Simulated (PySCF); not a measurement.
A GIAO shielding run with PySCF 2.14.0 with density-fitted response routines (density fitting, non-relativistic, gas phase) on `N[Si@@H]1CC[Si@H](N[SiH3])O1`, C₂H₁₂N₂OSi₃:

```
$ OMP_NUM_THREADS=1 python probes_run.py task.json out

{"job": {"kind": "nmr", "xc": "PBE0", "basis": "pcSseg-1"}, "charge": 0, "multiplicity": 1}
N      3.096628     0.402746     0.720732
Si     2.077257    -0.876691     0.182547
C      1.230678    -0.464238    -1.466630
C     -0.216119    -0.970989    -1.353446
Si    -0.700914    -0.913128     0.489565
N     -1.548334     0.496381     1.003092
Si    -3.169392     0.940558     0.613401
O      0.780952    -0.862321     1.178711
H      4.002211     0.489771     0.291453
H      3.183685     0.509808     1.718966
H      2.611180    -2.241080     0.243040
H      1.719652    -0.879278    -2.347386
H      1.222586     0.619358    -1.595106
H     -0.256851    -2.006241    -1.698162
H     -0.880995    -0.404191    -2.006169
H     -1.347564    -2.127421     0.977286
H     -0.989154     1.172869     1.494928
H     -4.031736    -0.203223     0.910953
H     -3.308890     1.283278    -0.807717
H     -3.480028     2.102698     1.446907
```

Hardware: 1 thread of an Arm Neoverse N1, shared host. The job also computes population analyses, field gradients, ring-centre shieldings.

Q: How large is the calculation?

A: 88 electrons, 217 basis functions and 1190 auxiliary functions.

Q: How long does it take, and how much memory does it need?

A: 68 s of wall time, with 13 SCF cycles and 4 response iterations; peak memory 1.1 GiB. Times on a shared host scatter by some tens of per cent.
